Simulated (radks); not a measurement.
Q: The mean radii <r> (bohr) of the occupied orbitals of an atom or ion are listed with their occupations. Method: scalar-relativistic Kohn-Sham, LDA (Slater exchange, VWN5 correlation), spin-polarised, spherical densities, point nucleus; computed with a radial shooting solver on a logarithmic mesh with Libxc functionals.

| orbital | occ. | <r> |
|---|---|---|
| 1s up | 1 | 0.02845 |
| 1s down | 1 | 0.02845 |
| 2s up | 1 | 0.1227 |
| 2s down | 1 | 0.1227 |
| 2p up | 3 | 0.1072 |
| 2p down | 3 | 0.1072 |
| 3s up | 1 | 0.3310 |
| 3s down | 1 | 0.3309 |
| 3p up | 3 | 0.3290 |
| 3p down | 3 | 0.3290 |
| 3d up | 5 | 0.3054 |
| 3d down | 5 | 0.3053 |
| 4s up | 1 | 0.7825 |
| 4s down | 1 | 0.7823 |
| 4p up | 3 | 0.8378 |
| 4p down | 3 | 0.8377 |
| 4d up | 5 | 0.9734 |
| 4d down | 3 | 0.9744 |
| 5s up | 1 | 1.871 |
| 5s down | 1 | 1.879 |
| 5p up | 1 | 2.141 |
| 6p up | 2 | 4.638 |

Name the element and its charge. Open shells, if any, are filled with parallel spins first.

A: Z = 51, antimony, charge +2: Sb2+ in [Kr] 4d8 5s2 5p1 6p2. The 1s radius gives Z: for a bare nucleus <r> = (2 gamma + 1)/(2Z) with gamma = sqrt(1 - (Z/c)^2), 0.028 bohr for Z = 51, and screening makes it slightly larger (0.02845 here). The occupations add up to 49, and the charge is Z minus that.
